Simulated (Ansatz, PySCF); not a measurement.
C4H7NSi, SMILES C#CC(=C)[SiH2]N. Atoms are numbered in the order given.

```xyz
13

C     -1.2266     2.3042     0.6370
C     -1.0914     1.1200     0.3949
C     -0.8303    -0.2460     0.0732
C     -1.7179    -1.2325     0.3205
Si     0.8604    -0.6130    -0.7149
N      2.2360    -0.1054     0.2072
H     -1.3728     3.3445     0.8569
H     -2.6948    -1.0358     0.7742
H     -1.4858    -2.2720     0.0694
H      0.9284     0.1053    -2.0178
H      0.9115    -2.0920    -0.8974
H      2.4672     0.8839     0.2267
H      2.4062    -0.5227     1.1182
```
Charge 0, spin multiplicity 1.

Geometry: B3LYP-D3(BJ)/def2-SVP. The structure was generated by enumeration, and PubChem lists no compound with its InChIKey, so it may never have been made. The values are those of a single conformer.

Two levels are set side by side: PBE-D3(BJ)/def2-SVP (Ansatz, a first-principles code) and B3LYP-D3(BJ)/def2-SVP (Ansatz). Each level has its own optimised geometry; the coordinates shown are those of the second. Frequencies come from the Hessian of PySCF at each geometry. Differences are taken from unrounded values.

```csv
quantity,B3LYP-D3(BJ),PBE-D3(BJ),PBE-D3(BJ) minus B3LYP-D3(BJ)
mean bond length (Å),1.325,1.334,0.009
bond C1–C2 (Å),1.216,1.229,0.013
bond C2–C3 (Å),1.427,1.424,-0.003
bond C3–C4 (Å),1.350,1.360,0.010
bond C3–Si5 (Å),1.901,1.910,0.009
bond Si5–N6 (Å),1.732,1.744,0.012
bond C1–H7 (Å),1.073,1.081,0.007
bond C4–H8 (Å),1.095,1.103,0.008
bond C4–H9 (Å),1.094,1.102,0.008
bond Si5–H10 (Å),1.489,1.503,0.013
bond Si5–H11 (Å),1.491,1.505,0.014
bond N6–H12 (Å),1.016,1.024,0.008
bond N6–H13 (Å),1.016,1.024,0.008
highest harmonic wavenumber (cm⁻¹),3649,3568,-80
mean harmonic wavenumber (cm⁻¹),1260,1224,-36
zero-point energy (kcal/mol),59.44,57.74,-1.70
```

Exact exchange shortens and stiffens bonds; PBE has none. Differences between two approximate levels are no errors against the true value.
